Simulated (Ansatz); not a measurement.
`[Cl][GeH2][SiH2]Br` + HCl → `Cl[SiH2]Br` + `[Cl][GeH3]` at 700 K and 1 bar (cleavage of the Si–Ge bond).

Program: Ansatz. Geometries: PBE0-D4/def2-TZVP. ΔE: electronic, gas phase. CCSD(T)/CBS is the MP2 limit (def2-TZVPP, def2-QZVPP) plus CCSD(T) − MP2 in def2-TZVPP, frozen cores. This one scheme is used for every species. For Br, Ge outer-core shells are correlated without core-valence functions, which leaves a few kJ/mol of doubt a bond. Scalar relativity is left out up to krypton. Each species was taken in one conformer, which may not be the lowest.

```tsv
species	CCSD(T)/CBS energy (Eh)	H − E (kJ/mol)	S (J/(mol·K))
`[Cl][GeH2][SiH2]Br`	-5400.77665	167.4	490.5
HCl	-460.38127	38.4	211.8
`Cl[SiH2]Br`	-3323.46904	97.6	369.7
`[Cl][GeH3]`	-2537.71925	104.5	321.9
```

H − E and S are ideal-gas, rigid-rotor, harmonic terms from PBE0-D4/def2-TZVP, for one conformer and one mirror image of each species. 1 Eh = 2625.50 kJ/mol, R = 8.31446 J/(mol·K).

Problem. By hand: ΔE, ΔH, ΔS and ΔG.

Solution. ΔE = (-3323.46904) + (-2537.71925) − (-5400.77665) − (-460.38127) = -0.03037 Eh = -79.7 kJ/mol. Δ(H − E) = 97.6 + 104.5 − 167.4 − 38.4 = -3.7, so ΔH = -83.4 kJ/mol. ΔS = 369.7 + 321.9 − 490.5 − 211.8 = -10.7 J/(mol·K). ΔG = -83.4 − 700 × (-10.7)/1000 = -75.9 kJ/mol.

Problem. By hand: the equilibrium constant, and the temperature at which ΔG would vanish if ΔH and ΔS stayed fixed.

Solution. log₁₀ K = −ΔG/(RT ln 10) = 5.7. ΔG = 0 at ΔH/ΔS = 7794 K, far beyond where these terms or the molecules hold.

The number of gas molecules stays the same, so ΔS is small and ΔH decides. A doubt of 5 kJ/mol in ΔE shifts log₁₀ K by 0.4 here. Other conformers and mirror images would add mixing entropy, several J/(mol·K) or more a flexible species. Modes under 60 cm⁻¹, often nearly free rotors, make the harmonic entropy too high. These are equilibria of isolated gas molecules and say nothing of rates. Largest T1 diagnostic: 0.010 (customary marks: 0.02 for closed shells, 0.045 for open ones).
